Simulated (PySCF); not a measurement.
Compound: ethylchlorosilane, C₂H₇ClSi.
Bonds: C1–C2, C2–Si3, Si3–Cl4. Hydrogens: H5, H6, H7 on C1; H8, H9 on C2; H10, H11 on Si3.

The same species was optimised twice, with GFN2-xTB and with PBE0-D3(BJ)/def2-SVP (PySCF), and the same property calculations (PySCF, gas phase) were run on both structures.

```
       coordinate  GFN2-xTB  PBE0-D3(BJ)/def2-SVP  change
      Si3–Cl4 (Å)     2.020                 2.077  +0.057
      Si3–H11 (Å)     1.462                 1.492  +0.030
      Si3–H10 (Å)     1.462                 1.492  +0.030
       C2–Si3 (Å)     1.901                 1.873  -0.028
        C1–H6 (Å)     1.087                 1.102  +0.015
        C1–H5 (Å)     1.088                 1.102  +0.014
        C1–H7 (Å)     1.089                 1.101  +0.012
        C2–H8 (Å)     1.092                 1.103  +0.011
        C2–H9 (Å)     1.093                 1.103  +0.010
        C1–C2 (Å)     1.525                 1.526  +0.001
    Si3–C2–H8 (°)     109.9                 107.5    -2.4
     C1–C2–H9 (°)     108.8                 111.1    +2.3
    Si3–C2–H9 (°)     109.9                 107.6    -2.3
     C1–C2–H8 (°)     108.9                 111.1    +2.2
  H10–Si3–H11 (°)     110.6                 109.1    -1.5
     C2–C1–H6 (°)     110.7                 111.7    +1.0
     H5–C1–H7 (°)     108.2                 107.2    -1.0
     H6–C1–H7 (°)     108.2                 107.2    -1.0
C1–C2–Si3–Cl4 (°)       180                  -179      +1
```

Rotational constants: A = 14323, B = 1899, C = 1747 MHz (GFN2-xTB) against A = 14327, B = 1860, C = 1714 MHz (PBE0-D3(BJ)/def2-SVP). Point groups within 0.08 Å: Cs and Cs. Atoms that the bonding makes alike are paired by their places after alignment.

On the GFN2-xTB structure: HOMO (eV) -8.46 [PBE0/pcSseg-1]; LUMO (eV) 0.42 [PBE0/pcSseg-1]; dipole (D) 1.94 [PBE0/pcSseg-1]; GIAO shielding of C1 (ppm) 178.7 [PBE0/pcSseg-1]; GIAO shielding of C2 (ppm) 173.4 [PBE0/pcSseg-1]; GIAO shielding of Si3 (ppm) 360.9 [PBE0/pcSseg-1]; GIAO shielding of Cl4 (ppm) 1009.0 [PBE0/pcSseg-1].

What do these properties become on the PBE0-D3(BJ)/def2-SVP structure?

```tsv
property	level	on GFN2-xTB	on PBE0-D3(BJ)/def2-SVP	change
HOMO (eV)	PBE0/pcSseg-1	-8.46	-8.52	-0.06
LUMO (eV)	PBE0/pcSseg-1	0.42	0.25	-0.17
dipole (D)	PBE0/pcSseg-1	1.94	2.26	+0.32
energy, GFN2-xTB geometry as zero (kcal/mol)	PBE0/pcSseg-1	0.0	-1.5	-1.5
GIAO shielding of C1 (ppm)	PBE0/pcSseg-1	178.7	177.3	-1.4
GIAO shielding of C2 (ppm)	PBE0/pcSseg-1	173.4	173.8	+0.4
GIAO shielding of Si3 (ppm)	PBE0/pcSseg-1	360.9	352.2	-8.7
GIAO shielding of Cl4 (ppm)	PBE0/pcSseg-1	1009.0	994.0	-15.0
```

The heavy atoms differ by 0.024 Å rms after alignment. Among all bonds Si3–Cl4 changes most (+0.057 Å). Changes are differences of the printed values. Neither structure is proved a minimum here.

Conformer computed: `[CH3:1][CH2:2][SiH2:3][Cl:4]`: C1–C2–Si3–Cl4 -179°.
